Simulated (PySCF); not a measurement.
Cd(F)(GeH3) (CdFGeH3), SMILES [F][Cd][GeH3]. Geometry optimised at PBE-D3(BJ)/def2-SVP. The structure was generated by enumeration; whether it is a known compound was not checked. The def2 effective core potentials stand for the cores of Cd; spin–orbit coupling is left out.

Level of theory: PBE-D3(BJ)/def2-SVP (PySCF 2.14.0).

Harmonic wavenumbers (cm⁻¹): 92, 92, 213, 420, 420, 583, 752, 855, 855, 2068, 2086, 2086. Rotational constants (GHz): 79.29, 1.132, 1.132; symmetry number 3.

Problem. Work out the zero-point energy and the ideal-gas rigid-rotor harmonic-oscillator thermochemistry at 298.15 K and 1 atm.

Solution. ZPE = ½ Σ hcν = ½ × 10523 cm⁻¹ = 62.94 kJ/mol. H − E(el) = 80.77 kJ/mol. Entropy in J/(mol K): translation 175.26, rotation 97.81, vibration 50.58, total 323.66. G − E(el) = -15.73 kJ/mol. Cp = 81.54 J/(mol K). Modes under 150 cm⁻¹ make the vibrational entropy uncertain.
